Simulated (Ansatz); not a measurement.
## Nudged elastic band run: ClGaH$_{5}$N

Input file:

```yaml
crystal:
  periodic: [false, false, false]
  atoms:
    - { symbol: Ga, position_ang: [0.032637, -0.090778, 0.177955] }
    - { symbol: Cl, position_ang: [-0.203972, 0.802913, 2.205905] }
    - { symbol: H, position_ang: [1.476421, 0.076109, -0.42416] }
    - { symbol: H, position_ang: [-1.291816, -0.094283, -0.67105] }
    - { symbol: "N", position_ang: [0.089576, -2.131811, 0.90324] }
    - { symbol: H, position_ang: [-0.591893, -2.731748, 0.466105] }
    - { symbol: H, position_ang: [0.996232, -2.558623, 0.797014] }
    - { symbol: H, position_ang: [-0.118385, -2.08808, 1.88959] }
basis:
  gaussian: { orbitals: def2-SVP }
hamiltonian:
  xc: hf
neb:
  order_check: false
  images: 9
  f_tol: 0.2
  max_iterations: 60
  final_atoms:
    - { symbol: Ga, position_ang: [0.13746011, -0.55111547, -0.49094012] }
    - { symbol: Cl, position_ang: [-0.3269052, -0.0475996, 3.24597063] }
    - { symbol: H, position_ang: [1.52021957, 0.14091916, -0.73445291] }
    - { symbol: H, position_ang: [-1.24503867, -0.07805693, -1.05239323] }
    - { symbol: "N", position_ang: [0.13181897, -2.05107222, 0.58263202] }
    - { symbol: H, position_ang: [-0.65097469, -2.67891274, 0.60661898] }
    - { symbol: H, position_ang: [0.9763318, -2.55126708, 0.79286379] }
    - { symbol: H, position_ang: [-0.15411189, -0.99919612, 2.39429984] }
  initial_path:
    images:
      - { positions_ang: [[0.032637, -0.090778, 0.177955], [-0.203972, 0.802913, 2.205905], [1.476421, 0.076109, -0.42416], [-1.291816, -0.094283, -0.67105], [0.089576, -2.131811, 0.90324], [-0.591893, -2.731748, 0.466105], [0.996232, -2.558623, 0.797014], [-0.118385, -2.08808, 1.88959]] }
      - { positions_ang: [[0.02753704, -0.07321726, 0.14129216], [-0.17161729, 0.64382891, 2.28155394], [1.45742201, 0.06106032, -0.4921961], [-1.3009019, -0.0780582, -0.70005605], [0.09119356, -2.12821008, 0.86423818], [-0.55483417, -2.76071904, 0.40730529], [0.92599689, -2.5177601, 0.95431036], [-0.08599614, -1.96322555, 1.88815122]] }
      - { positions_ang: [[0.02243707, -0.05565652, 0.10462931], [-0.13926257, 0.48474482, 2.35720288], [1.43842301, 0.04601165, -0.5602322], [-1.3099878, -0.06183341, -0.7290621], [0.09281112, -2.12460917, 0.82523636], [-0.51777533, -2.78969008, 0.34850559], [0.85576178, -2.47689719, 1.11160672], [-0.05360727, -1.8383711, 1.88671244]] }
      - { positions_ang: [[0.01733711, -0.03809579, 0.06796647], [-0.10690786, 0.32566074, 2.43285182], [1.41942402, 0.03096297, -0.6282683], [-1.31907371, -0.04560861, -0.75806815], [0.09442868, -2.12100825, 0.78623454], [-0.4807165, -2.81866112, 0.28970588], [0.78552666, -2.43603429, 1.26890308], [-0.02121841, -1.71351665, 1.88527367]] }
      - { positions_ang: [[0.01223715, -0.02053505, 0.03130362], [-0.07455315, 0.16657665, 2.50850076], [1.40042502, 0.01591429, -0.6963044], [-1.32815961, -0.02938381, -0.7870742], [0.09604624, -2.11740733, 0.74723272], [-0.44365767, -2.84763216, 0.23090617], [0.71529155, -2.39517138, 1.42619944], [0.01117046, -1.58866221, 1.88383489]] }
      - { positions_ang: [[0.00713719, -0.00297431, -0.00535922], [-0.04219843, 0.00749256, 2.5841497], [1.38142603, 0.00086562, -0.7643405], [-1.33724551, -0.01315902, -0.81608025], [0.0976638, -2.11380642, 0.7082309], [-0.40659884, -2.8766032, 0.17210647], [0.64505644, -2.35430848, 1.5834958], [0.04355932, -1.46380776, 1.88239611]] }
      - { positions_ang: [[0.03320177, -0.11260254, -0.1024754], [-0.09913979, -0.00352587, 2.71651389], [1.40918474, 0.02887633, -0.75836298], [-1.31880414, -0.0261386, -0.86334285], [0.10449483, -2.10125958, 0.68311113], [-0.45547401, -2.8370651, 0.25900897], [0.71131151, -2.3937002, 1.4253694], [0.00402508, -1.37088543, 1.98477686]] }
      - { positions_ang: [[0.05926636, -0.22223077, -0.19959158], [-0.15608114, -0.0145443, 2.84887807], [1.43694345, 0.05688703, -0.75238547], [-1.30036277, -0.03911818, -0.91060544], [0.11132587, -2.08871274, 0.65799135], [-0.50434918, -2.79752701, 0.34591147], [0.77756658, -2.43309192, 1.267243], [-0.03550916, -1.2779631, 2.0871576]] }
      - { positions_ang: [[0.08533094, -0.33185901, -0.29670776], [-0.21302249, -0.02556273, 2.98124226], [1.46470216, 0.08489774, -0.74640795], [-1.28192141, -0.05209777, -0.95786804], [0.1181569, -2.0761659, 0.63287157], [-0.55322435, -2.75798892, 0.43281397], [0.84382166, -2.47248364, 1.10911659], [-0.07504341, -1.18504077, 2.18953835]] }
      - { positions_ang: [[0.11139553, -0.44148724, -0.39382394], [-0.26996385, -0.03658116, 3.11360644], [1.49246087, 0.11290845, -0.74043043], [-1.26348004, -0.06507735, -1.00513064], [0.12498794, -2.06361906, 0.6077518], [-0.60209952, -2.71845083, 0.51971648], [0.91007673, -2.51187536, 0.95099019], [-0.11457765, -1.09211845, 2.2919191]] }
      - { positions_ang: [[0.13746011, -0.55111547, -0.49094012], [-0.3269052, -0.0475996, 3.24597063], [1.52021957, 0.14091916, -0.73445291], [-1.24503867, -0.07805693, -1.05239323], [0.13181897, -2.05107222, 0.58263202], [-0.65097469, -2.67891274, 0.60661898], [0.9763318, -2.55126708, 0.79286379], [-0.15411189, -0.99919612, 2.39429984]] }
```

Run as:

```bash
$ ansatz run input.yaml --threads 1 --pin off --max-ram 2048MiB --backend cpu --events-out ev --progress --plain --runs-dir out
```

Output, in part (warnings, iteration lines, the closing report on the highest movable image, with atoms numbered from 0):

```
NEB end point (image 0): max|allowed force component| = 8.767e-3 eV/Å (the criterion of neb.relax_end_points is 4.000e-2)
NEB end point (image 10): max|allowed force component| = 1.122e-2 eV/Å (the criterion of neb.relax_end_points is 4.000e-2)
NEB iter   1: max|band force component| = 7.520e0 eV/Å  barrier→ = 4.4776 eV  barrier← = 2.5776 eV  Δτ_max = 0.2000 Å  (379 SCF iters)
NEB iter   2: max|band force component| = 2.676e0 eV/Å  barrier→ = 3.1089 eV  barrier← = 1.2089 eV  Δτ_max = 0.2000 Å  (279 SCF iters)
NEB iter   3: max|band force component| = 3.644e0 eV/Å  barrier→ = 2.1496 eV  barrier← = 0.2496 eV  Δτ_max = 0.1003 Å  (285 SCF iters)
NEB iter   4: max|band force component| = 2.665e0 eV/Å  barrier→ = 2.0725 eV  barrier← = 0.1725 eV  Δτ_max = 0.0995 Å  (286 SCF iters)
NEB iter   5: max|band force component| = 1.530e0 eV/Å  barrier→ = 1.9963 eV  barrier← = 0.0963 eV  Δτ_max = 0.1959 Å  (291 SCF iters)
NEB iter   6: max|band force component| = 8.742e-1 eV/Å  barrier→ = 1.9814 eV  barrier← = 0.0814 eV  Δτ_max = 0.2000 Å  (276 SCF iters)
NEB iter   7: max|band force component| = 1.089e0 eV/Å  barrier→ = 2.0741 eV  barrier← = 0.1741 eV  Δτ_max = 0.1006 Å  (278 SCF iters)
NEB iter   8: max|band force component| = 6.598e-1 eV/Å  barrier→ = 2.0358 eV  barrier← = 0.1358 eV  Δτ_max = 0.1022 Å  (277 SCF iters)
NEB iter   9: max|band force component| = 5.867e-1 eV/Å  barrier→ = 2.0346 eV  barrier← = 0.1346 eV  Δτ_max = 0.1013 Å  (288 SCF iters)
NEB iter  10: max|band force component| = 4.627e-1 eV/Å  barrier→ = 2.0018 eV  barrier← = 0.1018 eV  CI = image 7  Δτ_max = 0.1001 Å  (291 SCF iters)
NEB iter  11: max|band force component| = 2.037e-1 eV/Å  barrier→ = 2.0285 eV  barrier← = 0.1285 eV  CI = image 7  Δτ_max = 0.0476 Å  (296 SCF iters)
NEB iter  12: max|band force component| = 7.497e-2 eV/Å  barrier→ = 2.0271 eV  barrier← = 0.1271 eV  CI = image 7  Δτ_max = 0.0000 Å  (556 SCF iters)
Total energy: -66387.09498244 eV, -2439.6807418153 hartree
Atom 0 at     0.094152    -0.441555    -0.209669 Å, force    -0.017706     0.000777     0.023078 eV/Å
Atom 1 at    -0.258572     0.073797     2.622681 Å, force    -0.001991     0.001774    -0.007009 eV/Å
Atom 2 at     1.497910     0.177456    -0.495458 Å, force     0.007413     0.001801    -0.006787 eV/Å
Atom 3 at    -1.288179    -0.035476    -0.810990 Å, force     0.002402    -0.002245    -0.003298 eV/Å
Atom 4 at     0.110103    -2.081951     0.774043 Å, force     0.035195    -0.014770    -0.013464 eV/Å
Atom 5 at    -0.642185    -2.735357     0.634870 Å, force    -0.011048     0.008586    -0.000756 eV/Å
Atom 6 at     0.974102    -2.595854     0.822928 Å, force    -0.010474    -0.000153     0.000573 eV/Å
Atom 7 at    -0.098531    -1.177361     2.006195 Å, force    -0.003791     0.004231     0.007663 eV/Å
Dipole moment:     0.097260    -0.614035    -0.441093 e Å
```

It converged. The threshold of 0.2 eV/Å is loose, so the images may lie well off the minimum-energy path. Another band between the same ends (9 images) ends at a top of the same energy, where a vibrational analysis finds 1 clearly imaginary mode. The orbitals stay closed-shell, which can raise the energy where a bond breaks towards radicals; this wasn't checked here.

Final band (atoms are numbered from 1 in the order of the input):

| image | path coordinate (Å) | energy (eV) | Ga1–Cl2 (Å) | N5–H8 (Å) | Cl2–H8 (Å) |
| --- | --- | --- | --- | --- | --- |
| 0 | 0.00 | 0.00 | 2.23 | 1.01 | 2.91 |
| 1 | 0.23 | 0.01 | 2.24 | 1.01 | 2.72 |
| 2 | 0.46 | 0.08 | 2.26 | 1.01 | 2.45 |
| 3 | 0.69 | 0.24 | 2.33 | 1.01 | 2.20 |
| 4 | 0.93 | 0.59 | 2.49 | 1.03 | 2.00 |
| 5 | 1.16 | 1.13 | 2.69 | 1.09 | 1.83 |
| 6 | 1.39 | 1.79 | 2.82 | 1.28 | 1.61 |
| 7 | 1.62 | 2.03 | 2.90 | 1.54 | 1.40 |
| 8 | 1.96 | 1.94 | 3.18 | 1.88 | 1.31 |
| 9 | 2.30 | 1.91 | 3.51 | 2.08 | 1.29 |
| 10 | 2.64 | 1.90 | 3.80 | 2.11 | 1.29 |

Run time: 3.4 min on 1 thread of Arm Neoverse V1, on a shared host, peak memory 0.19 GiB.
